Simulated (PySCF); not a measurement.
**Adding and removing an electron: KTe**

UHF-MP2; PySCF, scalar-relativistic core potentials, basis sets K def2-SVP, Te def2-SVP with ECP28. Neutral (UHF): doublet (π ↑), Re = 3.235 Å, ωe = 163 cm⁻¹, De = 1.88 eV.

KTe⁺ (UHF): triplet (π ↑↑), Re = 3.759 Å, ωe = 81.9 cm⁻¹, De = 0.41 eV to K⁺ + Te. The energies at the minima are -866.26696 hartree for KTe and -866.06217 for KTe⁺.

(1) Work out the adiabatic ionisation energy, without and with harmonic zero-point energies (1 hartree = 27.2114 eV, 1 eV = 8065.5 cm⁻¹), and the change of the bond length.

Correlated steps freeze 9 core orbitals. Weak bonds: KTe⁺. Basis-set superposition, not corrected here, can be much of De in a small basis, most of all at correlated wavefunction levels. Spin–orbit coupling is left out, which matters for elements this heavy, above all for dissociation energies. For an ion De counts to the pair picked by the measured ionisation energies or electron affinities, which need not be the lowest pair at this level. States were picked by a PBE0 search and need not be the measured ground states.

Answers

(1) At UHF-MP2: 0.20479 hartree = 5.573 eV between the minima; the zero-point term (81.9 − 163.0)/2 cm⁻¹ = -0.005 eV makes it 5.568 eV. Re changes by +52.4 pm against the neutral. The electron leaves a π orbital, and the ion is left as a loose complex of an ion and an atom.
